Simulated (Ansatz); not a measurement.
CH6AsNO, SMILES `CN[AsH]O`. The species carries charge 0 and has multiplicity 1. All single points use the PBE0-D4/def2-TZVP geometry. It is one conformer, not always the lowest.

```xyz
10

C    -0.728   -0.774   -0.757
N     0.611   -0.218   -0.748
As    1.038    1.210    0.296
O     0.264    0.828    1.891
H    -1.017   -1.245    0.190
H    -0.819   -1.513   -1.557
H    -1.444    0.026   -0.961
H     1.331   -0.926   -0.735
H    -0.188    2.002   -0.143
H     0.953    0.610    2.524
```

(1) What is the dipole moment at ωB97M-V/def2-TZVPP? (Estimate.)

(2) And with PBE, r2SCAN, B3LYP? (Estimate.)

(3) Give the Mulliken charges with ωB97M-V, PBE, B3LYP in def2-TZVPP. (An estimate is asked.)

## Answers

(1) Ansatz gave: 1.50 D, with components (1.01, -1.11, -0.04) D in this frame, pointing from negative to positive charge.

(2) Computed: PBE 1.50 D, r2SCAN 1.51 D, B3LYP 1.52 D.

(3) Ansatz gave: 
| atom | ωB97M-V | PBE | B3LYP |
| --- | --- | --- | --- |
| C1 | -0.22 | -0.17 | -0.16 |
| N2 | -0.32 | -0.30 | -0.34 |
| As3 | 0.35 | 0.30 | 0.40 |
| O4 | -0.42 | -0.40 | -0.44 |
| H5 | 0.13 | 0.11 | 0.11 |
| H6 | 0.11 | 0.09 | 0.09 |
| H7 | 0.11 | 0.08 | 0.09 |
| H8 | 0.09 | 0.13 | 0.11 |
| H9 | 0.01 | -0.02 | -0.03 |
| H10 | 0.16 | 0.17 | 0.17 |

B3LYP here is the variant with VWN-RPA as its local correlation; programs differ in this.
